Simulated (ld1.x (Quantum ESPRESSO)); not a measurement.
copper (Cu), PAW: configuration errors across variants

copper, PAW, made with ld1.x (Quantum ESPRESSO) 7.5 (LDA (PZ), non-relativistic). Core [Ar], reference 3d10 4s1 4p0. Waves: 4s (bound): rcut 2.10, rcutus 2.65 bohr; 4s channel at 2.5 Ry: rcut 2.10, rcutus 2.65 bohr; 4p (bound, empty): rcut 2.75, rcutus 3.20 bohr; 4p channel at 0.9 Ry: rcut 2.75, rcutus 3.20 bohr; 3d (bound): rcut 1.30, rcutus 1.40 bohr; 3d channel at 3.2 Ry: rcut 1.30, rcutus 1.40 bohr. Local part: all-electron potential smoothed inside 1.25 bohr (lloc = -2). Core correction: Bessel-smoothed model core inside 1.20 bohr. Augmentation charge: PSQ, inside the norm-conserving radii.

All-electron excitation energies from the reference (eV): (1) 3d10 4s0 4p0 8.191; (2) 3d9 4s0 4p0 30.029; (3) 3d8 4s0 4p0 69.659; (4) 3d9 4s1 4p1 7.176; (5) 3d10 4s0 4p1 4.061; (6) 3d9 4s1 4p0 12.137; (7) 3d7 4s0 4p0 130.063; (8) 3d10 4s1 4p0 spin -0.183; (9) 3d9 4s0 4p0 spin 29.786.

Spin tests fill each open shell by Hund’s rule, majority spin first.

Errors AE − PS in meV (a dash: test not solved or not reliable):

| change | (1) | (2) | (3) | (4) | (5) | (6) | (7) | (8) | (9) | bound ghosts |
| --- | --- | --- | --- | --- | --- | --- | --- | --- | --- | --- |
| base | -3.8 | -57 | -497 | -51 | -0.8 | -53 | -1819 | -0.2 | -57 | none |
| waves 3d (bound): rcut 0.90, rcutus 0.96 bohr; 3d channel at 3.2 Ry: rcut 0.90, rcutus 0.96 bohr | -3.1 | -57 | -496 | -52 | -0.5 | -53 | -1804 | -0.1 | -57 | none |
| waves 3d (bound): rcut 1.04, rcutus 1.10 bohr; 3d channel at 3.2 Ry: rcut 1.04, rcutus 1.10 bohr | -3.3 | -57 | -496 | -52 | -0.6 | -53 | -1805 | -0.2 | -57 | none |
| waves 3d (bound): rcut 1.24, rcutus 1.32 bohr; 3d channel at 3.2 Ry: rcut 1.24, rcutus 1.32 bohr | -3.7 | -57 | -496 | -51 | -0.8 | -53 | -1814 | -0.2 | -57 | none |
| waves 3d (bound): rcut 1.30, rcutus 1.54 bohr; 3d channel at 3.2 Ry: rcut 1.30, rcutus 1.54 bohr | -4.7 | -58 | -498 | -53 | -1.2 | -54 | -1864 | -0.3 | -59 | none |
| waves 3d (bound): rcut 1.30, rcutus 1.74 bohr; 3d channel at 3.2 Ry: rcut 1.30, rcutus 1.74 bohr | -8.8 | -65 | -500 | -53 | -2.8 | -54 | -1952 | -0.4 | -66 | none |
| waves 3d (bound): rcut 1.30, rcutus 1.86 bohr; 3d channel at 3.2 Ry: rcut 1.30, rcutus 1.86 bohr | -6.0 | -52 | -499 | -51 | -1.6 | -51 | -1922 | -0.2 | -53 | none |

Q: Give the same row for: waves 3d (bound): rcut 1.30, rcutus 2.10 bohr; 3d channel at 3.2 Ry: rcut 1.30, rcutus 2.10 bohr.

A: -6.8, -52, -494, -49, -1.9, -49, -1960, -0.2, -53; bound ghosts: none.
